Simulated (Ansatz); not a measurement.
`[CH3][Al]([Cl])[N]=C=O`, charge 0, multiplicity 1.

**Question.** Give a relaxed structure at PBE0-D4/def2-TZVP (Ansatz). (Best estimate.)

**Answer.** Ansatz gave: 
```xyz
9

C    -0.3503   -1.3607   -1.0101
Al   -0.2410   -0.2871    0.5859
Cl   -0.9054   -0.9640    2.4494
N     0.4370    1.3400    0.5454
C     0.8666    2.4485    0.6752
O     1.2888    3.5287    0.7839
H     0.6477   -1.5330   -1.4238
H    -0.8160   -2.3299   -0.8243
H    -0.9274   -0.8426   -1.7815
```
Point group Cs.
This is one stationary point; other conformers may exist.
